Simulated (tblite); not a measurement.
Compound: C₇H₇O (doublet state).
Z-matrix (Å and degrees, GFN2-xTB geometry), rows numbered from 1:
```
C 
C   1  1.3818
C   2  1.3819  1  121.86
C   2  1.4626  1  119.51  3   179.98
C   4  1.3717  2  131.73  1     0.10
C   5  1.4127  4  106.48  2   179.95
C   6  1.3607  5  105.84  4     0.01
O   7  1.3398  6  110.74  5     0.00
H   1  1.0743  2  120.18  3     0.04
H   1  1.0724  2  122.09  3  -179.99
H   3  1.0745  2  120.64  1    -0.04
H   3  1.0735  2  121.31  1   179.99
H   5  1.0704  4  127.38  2    -0.03
H   6  1.0708  5  127.01  4  -179.99
H   7  1.0722  6  131.96  5  -180.00
```

Computed values, GFN2-xTB/tblite, gas phase, harmonic and unscaled. Errors from tens to a few hundred cm⁻¹ against measured bands are possible. One conformer, not necessarily the lowest. Open shells enter through the occupations alone, without spin polarisation, and single modes of such species can be off by tens of per cent.

Harmonic wavenumbers (cm⁻¹): 30.1, 178.9, 206.8, 368.2, 452.1, 489.4, 503.2, 513.1, 586.9, 604.7, 686.6, 742.5, 758.1, 765.9, 815.6, 845.0, 859.5, 925.3, 941.9, 1020.1, 1052.3, 1101.1, 1127.5, 1187.7, 1231.4, 1346.3, 1354.1, 1376.3, 1445.4, 1461.3, 1487.0, 1575.4, 3127.2, 3133.5, 3165.2, 3168.6, 3176.0, 3181.7, 3191.0.

A = 5005, B = 1684, C = 1260 MHz; mass 107.050 u (most abundant isotopes); point group Cs, symmetry number 1; spin multiplicity 2.

**Question.** What is the zero-point energy?

**Answer.** ½Σν̃ = 25091 cm⁻¹ = 71.74 kcal/mol.

**Question.** Entropy at 400 K, 1 bar (ideal gas, RRHO, classical rotation)?

**Answer.** Translation 41.41, rotation 28.68, vibration 25.18, spin (R ln 2) 1.38: S = 96.6 cal/(mol K).

**Question.** And Cp and H(400 K) − H(0)?

**Answer.** Cp = 39.35 cal/(mol K), of which vibrations give 31.40 (their classical limit is 39 R = 77.5); H(400 K) − H(0) = 8.76 kcal/mol without the zero-point energy, 5.58 from vibrations.

**Question.** What must be added to the electronic energy to get the Gibbs energy at 400 K and 1 bar?

**Answer.** ZPE + [H(400 K) − H(0)] − T·S = 71.74 + 8.76 − 38.66 = 41.84 kcal/mol.

**Question.** Blend soft modes into free rotors: weight 1/[1 + (100 cm⁻¹/ν̃)⁴] for the oscillator and the rest for a rotor with moment μB/(μ + B), μ = h/(8π²ν), B = 10⁻⁴⁴ kg m². What vibrational entropy results?

**Answer.** 23.10 cal/(mol K) in place of 25.18, which changes −T·S at 400 K by +0.83 kcal/mol.

**Question.** How do the functions run with temperature in this model?

**Answer.** 
```
 T (K)  S (cal/(mol K))  Cp (cal/(mol K))  H − H(0) (kcal/mol)  G − H(0) (kcal/mol)  ln q(vib)
   150             71.1              16.3                 1.76                -8.90       1.81
   250             81.5              25.7                 3.85               -16.53       3.19
298.15             86.4              30.3                 5.20               -20.57       3.94
   600            115.2              52.1                18.00               -51.13       9.29
   900            138.7              63.2                35.46               -89.33      14.74
```

q(vib) and H(0) count from the zero-point level.

Hindered rotation and anharmonicity are outside this model. Other conformers, if any are populated, would add a mixing term that is left out.
